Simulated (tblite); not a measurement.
Parent: `[CH3:1][c:2]1[cH:3][c:4]([CH:5]([CH3:6])[CH3:7])[cH:8][cH:9][p:10]1` with C3–C4–C5–C6 -117°, C9H13P.

The geometries are computed with GFN2-xTB (gas phase). One conformer each, not checked by frequencies here.

```json
{"coordinate of the parent": "C1–C2", "value": "1.503 Å"}
{"coordinate of the parent": "C2–C3", "value": "1.383 Å"}
{"coordinate of the parent": "C3–C4", "value": "1.389 Å"}
{"coordinate of the parent": "C4–C5", "value": "1.511 Å"}
{"coordinate of the parent": "C5–C6", "value": "1.530 Å"}
{"coordinate of the parent": "C5–C7", "value": "1.530 Å"}
{"coordinate of the parent": "C4–C8", "value": "1.391 Å"}
{"coordinate of the parent": "C8–C9", "value": "1.376 Å"}
{"coordinate of the parent": "C9–P10", "value": "1.733 Å"}
{"coordinate of the parent": "C2–P10", "value": "1.744 Å"}
{"coordinate of the parent": "C1–C2–C3", "value": "118.7°"}
{"coordinate of the parent": "C1–C2–P10", "value": "117.5°"}
{"coordinate of the parent": "C3–C2–P10", "value": "123.8°"}
{"coordinate of the parent": "C2–C3–C4", "value": "125.6°"}
{"coordinate of the parent": "C3–C4–C5", "value": "119.3°"}
{"coordinate of the parent": "C3–C4–C8", "value": "120.7°"}
{"coordinate of the parent": "C5–C4–C8", "value": "120.0°"}
{"coordinate of the parent": "C4–C5–C6", "value": "110.7°"}
{"coordinate of the parent": "C4–C5–C7", "value": "111.2°"}
{"coordinate of the parent": "C6–C5–C7", "value": "110.8°"}
{"coordinate of the parent": "C4–C8–C9", "value": "123.9°"}
{"coordinate of the parent": "C8–C9–P10", "value": "126.0°"}
{"coordinate of the parent": "C2–P10–C9", "value": "100.0°"}
```

How does the shared frame change in `[CH3:1][c:2]1[cH:3][c:4]([CH:5]=[O:6])[cH:7][cH:8][p:9]1` with C3–C4–C5–O6 0°, C7H7OP? Atoms pair as C1 = C1, C2 = C2, C3 = C3, C4 = C4, C5 = C5, C8 = C7, C9 = C8, P10 = P9 (parent first).

```
   parent  relative  value in the relative  change
    C1–C2     C1–C2                1.502 Å  -0.001
    C2–C3     C2–C3                1.377 Å  -0.006
    C3–C4     C3–C4                1.397 Å  +0.008
    C4–C5     C4–C5                1.464 Å  -0.047
    C4–C8     C4–C7                1.396 Å  +0.005
    C8–C9     C7–C8                1.374 Å  -0.002
   C9–P10     C8–P9                1.738 Å  +0.005
   C2–P10     C2–P9                1.751 Å  +0.007
 C1–C2–C3  C1–C2–C3                 119.2°    +0.5
C1–C2–P10  C1–C2–P9                 117.4°    -0.1
C3–C2–P10  C3–C2–P9                 123.4°    -0.4
 C2–C3–C4  C2–C3–C4                 125.0°    -0.6
 C3–C4–C5  C3–C4–C5                 118.3°    -1.0
 C3–C4–C8  C3–C4–C7                 122.1°    +1.4
 C5–C4–C8  C5–C4–C7                 119.7°    -0.3
 C4–C8–C9  C4–C7–C8                 123.1°    -0.8
C8–C9–P10  C7–C8–P9                 125.7°    -0.3
C2–P10–C9  C2–P9–C8                 100.8°    +0.8
```

Of the parent's bonds, C4–C5 changes most (-0.047 Å). Bonds of the relative outside the shared frame: C5=O6 1.206 Å.

How does the shared frame change in `[CH3:1][c:2]1[cH:3][c:4]([N:5]([CH3:6])[CH3:7])[cH:8][cH:9][p:10]1`, C8H12NP? Atoms pair as C1 = C1, C2 = C2, C3 = C3, C4 = C4, C8 = C8, C9 = C9, P10 = P10 (parent first).

| parent | relative | value in the relative | change |
| --- | --- | --- | --- |
| C1–C2 | C1–C2 | 1.505 Å | +0.002 |
| C2–C3 | C2–C3 | 1.377 Å | -0.006 |
| C3–C4 | C3–C4 | 1.403 Å | +0.014 |
| C4–C8 | C4–C8 | 1.403 Å | +0.012 |
| C8–C9 | C8–C9 | 1.372 Å | -0.004 |
| C9–P10 | C9–P10 | 1.733 Å | 0.000 |
| C2–P10 | C2–P10 | 1.747 Å | +0.003 |
| C1–C2–C3 | C1–C2–C3 | 118.3° | -0.4 |
| C1–C2–P10 | C1–C2–P10 | 117.0° | -0.5 |
| C3–C2–P10 | C3–C2–P10 | 124.7° | +0.9 |
| C2–C3–C4 | C2–C3–C4 | 125.7° | +0.1 |
| C3–C4–C8 | C3–C4–C8 | 119.7° | -1.0 |
| C4–C8–C9 | C4–C8–C9 | 123.9° | 0.0 |
| C8–C9–P10 | C8–C9–P10 | 126.9° | +0.9 |
| C2–P10–C9 | C2–P10–C9 | 99.1° | -0.9 |

Of the parent's bonds, C3–C4 changes most (+0.014 Å). Bonds of the relative outside the shared frame: C4–N5 1.373, N5–C6 1.441, N5–C7 1.441 Å.
